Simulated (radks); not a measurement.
Spherical quantum dot in the effective-mass picture: electrons in a hard-walled sphere of radius 5.25, with a point charge +2 (a donor) at the centre, all in effective atomic units (hartree* = m*/eps^2 hartree, bohr* = eps/m* bohr), one dielectric constant everywhere. Method: non-relativistic Kohn-Sham, LDA (Slater exchange, Perdew-Wang correlation), spin-polarised, spherical densities; computed with a radial shooting solver with Libxc functionals. Levels are named by radial order and angular momentum (1s, 1p, 1d, 2s, ...), and open shells are averaged over m. Results are scaled to m* = 0.031 and eps = 12.8, for which hartree* = 5.149 meV and bohr* = 21.85 nm.

N = 33, configuration 1s2 1p6 1d10 2s2 1f(up 7, down 6). This is the lowest configuration that the search found. Occupied and some empty levels:

| level | occupation | eigenvalue (meV) | <r> (nm) |
|---|---|---|---|
| 1s up | 1 | 37.845 | 67.42 |
| 1s down | 1 | 37.869 | 66.32 |
| 1p up | 3 | 38.396 | 84.74 |
| 1p down | 3 | 38.429 | 84.70 |
| 2s up | 1 | 38.653 | 38.37 |
| 2s down | 1 | 38.663 | 39.41 |
| 1d up | 5 | 39.140 | 86.45 |
| 1d down | 5 | 39.174 | 86.43 |
| 1f up | 7 | 40.188 | 87.93 |
| 1f down | 6 | 40.223 | 87.92 |
| 1g up | 0 | 41.523 | 89.25 |
| 1g down | 0 | 41.558 | 89.24 |
| 2p up | 0 | 43.149 | 56.37 |
| 2p down | 0 | 43.162 | 56.33 |
| 2d up | 0 | 45.192 | 64.72 |
| 2d down | 0 | 45.209 | 64.69 |

Energy (meV): total 642.056, kinetic 146.64, external -117.00, Hartree 674.79, exchange-correlation -62.375.
